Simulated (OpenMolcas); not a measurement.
Ionisation energies of tungsten

```
Program             : OpenMolcas
Basis               : ANO-RCC-VQZP [9s8p6d4f3g2h]
Scalar Hamiltonian  : DKH2, point nucleus
Spin-orbit coupling : RASSI with atomic mean-field integrals over the reference wave functions, term energies averaged over their components
```

Active shells in each charge state: the valence d, s shells, with orbitals averaged over the low states. Where CASPT2's correlated closed shells are named, they are those of the first ion.

A. CASSCF
B. SS-CASPT2, IPEA 0.25 Eh, imaginary shift 0.1 Eh (closed shells correlated: 5s 5p)
C. SS-CASPT2, IPEA 0.25 Eh, imaginary shift 0.1 Eh (closed shells correlated: 4f 5s 5p)
D. SS-CASPT2, IPEA 0 Eh, imaginary shift 0.1 Eh (closed shells correlated: 5s 5p)

Energies in eV between the lowest computed levels, named as in B; reference values from the NIST Atomic Spectra Database with their kind.

```
            From                To       A       B       C       D  Spin-orbit share in B                Reference
   W 5d⁴ 6s² ⁵D₀  W+ 5d⁴ 6s ⁶D_1/2   6.543   7.508   7.579   7.778                 -0.500         7.864 (measured)
W+ 5d⁴ 6s ⁶D_1/2       W2+ 5d⁴ ⁵D₀  14.718  15.623  15.777  15.738                 -0.330  16.370 (semi-empirical)
```

Other lowest levels: A, W 5d⁵ 6s ⁷S₃ to 5d⁴ 6s ⁶D_1/2; C, W 5d⁵ 6s ⁷S₃ to 5d⁴ 6s ⁶D_1/2.

Error against the reference values, in %:

```tsv
From	Reference	A	B	C	D
W	measured	-16.8	-4.5	-3.6	-1.1
W+	semi-empirical	-10.1	-4.6	-3.6	-3.9
```

Absolute error against the one measured value: A 1.32 eV, B 0.36 eV, C 0.29 eV, D 0.09 eV. D lies closest.

The lowest level within the active space need not be the ion's true ground level.
